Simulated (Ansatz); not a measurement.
VO₄H₃. Charge 0, multiplicity 3. Geometry r2SCAN-D4/def2-SVP, that of the neutral singlet; atoms count from 1.

```xyz
8

V    -0.4102   -0.1948   -0.1727
O    -0.1862    1.6127   -0.5231
O     1.1255    0.9960   -0.7868
O    -0.8340   -1.0990   -1.3726
O     0.2259   -1.0062    1.2496
H     1.6582    1.2959   -0.0246
H     0.2767   -1.9679    1.3532
H    -1.8558    0.3634    0.2768
```

The structure holds one bond between oxygen atoms, so isomers without such links may lie far lower. At PBE0-D4/def2-TZVP a singlet of charge 0 lies 3.09 eV below the triplet at the same geometry. The structure comes from a short search, and lower isomers may exist.

Problem. Estimate the Mulliken populations from the PBE0/def2-TZVP orbitals of Ansatz.

Solution. 
```json
{"atom": "V1", "charge (e)": "1.03", "spin (α − β)": "1.27", "d electrons": "3.40"}
{"atom": "O2", "charge (e)": "-0.37", "spin (α − β)": "-0.02", "d electrons": "–"}
{"atom": "O3", "charge (e)": "-0.29", "spin (α − β)": "0.04", "d electrons": "–"}
{"atom": "O4", "charge (e)": "-0.51", "spin (α − β)": "-0.12", "d electrons": "–"}
{"atom": "O5", "charge (e)": "-0.75", "spin (α − β)": "0.07", "d electrons": "–"}
{"atom": "H6", "charge (e)": "0.36", "spin (α − β)": "0.01", "d electrons": "–"}
{"atom": "H7", "charge (e)": "0.33", "spin (α − β)": "0.00", "d electrons": "–"}
{"atom": "H8", "charge (e)": "0.19", "spin (α − β)": "0.74", "d electrons": "–"}
```
Mulliken values depend strongly on the basis.

Problem. Where does the spin sit?

Solution. Summed by element: V 1.27, O -0.02, H 0.75, of 2 unpaired in all. Largest on single atoms: V1 1.27, H8 0.74, O4 -0.12.

Problem. And the Mayer bond orders between heavy atoms (over 0.3)?

Solution. V1–O2 0.76 (1.85 Å); V1–O3 0.33 (2.04 Å); V1–O4 2.14 (1.56 Å); V1–O5 0.91 (1.76 Å); O2–O3 0.85 (1.47 Å).
